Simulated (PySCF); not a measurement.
# Platinum: highly charged ions in a basis for the neutral atom

Pt⁶⁺ [Xe] 4f14 5d4, Pt⁷⁺ [Xe] 4f14 5d3. Calculation: PySCF 2.14, in def2-TZVP with the def2 core potential (60 electrons) (6s4p3d1f, 40 functions); scalar relativity through the core potential. No spin-orbit coupling, so a gap to NIST mixes the basis error with missing relativistic terms.

Changed run: basis of the neutral atom used for a highly charged ion. This setting is unsound on purpose.

```tsv
species	method	sound run (hartree)	changed run (hartree)	converged
Pt⁶⁺	UHF	not run	-109.98056	yes
Pt⁷⁺	UHF	not run	-106.60502	yes
```

Ionisation energy of Pt⁶⁺:

| method | changed run (eV) | NIST (eV) |
| --- | --- | --- |
| UHF | 91.853 | 91 ± 2 |
| MN15 | 92.322 | 91 ± 2 |
| PBE | 92.712 | 91 ± 2 |

The contracted functions were made for the neutral atom and can be too rigid for a highly charged ion.
